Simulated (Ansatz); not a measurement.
C3H7 (SMILES C[CH]C), doublet, geometry from GFN2-xTB. Base run: CAM-B3LYP/3-21G in Ansatz (a first-principles code).

Geometry (Å):
```xyz
10

C     -0.0807     0.5143     0.0020
C      0.0448    -0.1975     1.2909
C      0.0445    -0.1880    -1.2923
H     -0.4636     1.5207     0.0053
H      0.4042     0.4704     2.0741
H      0.4302     0.4789    -2.0640
H     -0.9227    -0.5924     1.6317
H      0.7253    -1.0441     1.2046
H      0.7034    -1.0512    -1.2059
H     -0.9277    -0.5546    -1.6499
```
Charge 0, spin multiplicity 2.
Orbitals are unrestricted.
All else is at Ansatz's defaults.
Base energy -117.75001 Eh.

The base run was repeated with changes; each row names its change, and settings that it needs were set with it.

| change | ΔE vs base (µEh) |
|---|---|
| base | 0.0 |
| final_grid = 6, 12, 29 | -6.7 |
| accuracy = high | 23.1 |
| lower_state_search = off | 0.0 |
| point_charge = charge:-1.0 position_ang:-2.3142, 4.4448, -1.0832 | -2356 |
| forces = on | 0.0 |
| fitting.mean_field = cc-pVTZ-JKFIT | -59.5 |
| final_grid = 14, 28, 59 | -0.2 |
| final_grid = 4, 8, 17 | 42.6 |
| point_charge = charge:0.5 position_ang:-4.8728, 0.9805, 1.4301 | -383 |
| point_charge = charge:1.0 position_ang:3.767, 1.2435, -3.3031 | -2794 |
